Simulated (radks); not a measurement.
The numbers below are computed, except where a source is named.
Numerical settings for neutral cerium, [Xe] 4f1 5d1 6s2. Code: a radial shooting solver on a logarithmic mesh with Libxc functionals. Model: scalar-relativistic Kohn-Sham, BLYP, spin-polarised, spherical densities, finite nucleus; open shells are filled with parallel spins first (spin-orbit coupling, left out, can overturn this in heavy ions); Fermi nuclear charge, rms radius 4.8771 fm. The defaults (mesh step 0.008 in ln r, mesh end at 40 bohr or more with all orbitals vanishing there, Anderson mixing 0.5 over 9 steps, residual threshold near 1e-9 with the energy settled to 1e-9 hartree or 1e-11 of itself, here a cap of 77 iterations) give E = -8860.7952 hartree and 5d at -3.089 eV in 16 iterations. Run on one thread of a shared host, so times are rough (Arm Neoverse V1): 0.3 s of CPU time, 0.3 s wall, 16 iterations on 2440 mesh points. Changes against that run (0 stands for a change within the tolerance of the run):

setting                    iterations         converged  E (mhartree)  e(5d) (meV)  CPU (s)
mesh step in ln r 0.012            15               yes             0            0      0.2
mesh step in ln r 0.003            35               yes             0            0      1.2
mesh step in ln r 0.12              4                no      diverged            -     0.02
mesh end (bohr) 20                 16               yes             0      +0.0446     0.28
mesh end (bohr) 3                  16  level above zero     +5.11e+03    +2.91e+04     0.23
residual threshold 1e-05           12               yes             0      -0.0214     0.25
residual threshold 0.01            10               yes     +0.000362        -1.18     0.22
mixing 0.2                         21               yes             0            0     0.37
linear mixing, mixing 0.5          45               yes             0            0     0.57
linear mixing, mixing 0.8          31                no      diverged            -     0.83
mixing history 20                  22               yes             0            0     0.37
iteration cap 3                     3                no           +44         -320     0.08

Settled on a wrong energy, with an occupied level pushed above zero by the early mesh end: mesh end (bohr) 3 (+5.11 hartree). Apart from these: no run marked as converged misses the energy by more than 1 mhartree. A mesh that ends early acts as a hard wall.
